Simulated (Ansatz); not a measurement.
Reaction (substitution at a C–C bond): `CCCC(C)(C)C` + `O[SiH]([SiH3])Cl` → `CO[SiH]([SiH3])Cl` + `CCCC(C)C`

Program: Ansatz. Geometries: PBE0-D4/def2-TZVP. ΔE: electronic, gas phase. CCSD(T)/CBS is the MP2 limit (def2-TZVPP, def2-QZVPP) plus CCSD(T) − MP2 in def2-TZVPP, frozen cores. Functionals use def2-TZVPP. B3LYP here is the variant with VWN-RPA as its local correlation; programs differ in this. Each species was taken in one conformer, which may not be the lowest.

CCSD(T)/CBS gives +61.5 kJ/mol.

(1) Another level gave +55.2 kJ/mol. Which?
A. MP2/def2-TZVPP
B. PBE/def2-TZVPP
C. r2SCAN/def2-TZVPP
D. B3LYP/def2-TZVPP

Largest T1 diagnostic among the species: 0.012.

Answers

(1) C. r2SCAN 55.2, B3LYP 43.8, MP2/def2-TZVPP 67.3, PBE 50.3 kJ/mol.

In def2-TZVPP, CCSD(T) changes the Hartree–Fock value by +20.1 kJ/mol (the triples alone add +2.2 kJ/mol) and MP2 by +27.4 kJ/mol. The D4 term adds +4.3 kJ/mol with B3LYP and +2.3 kJ/mol with PBE0; it sums over pairs of atoms, weighted by their polarisabilities, and B3LYP, whose exchange is more repulsive, gets the larger term.
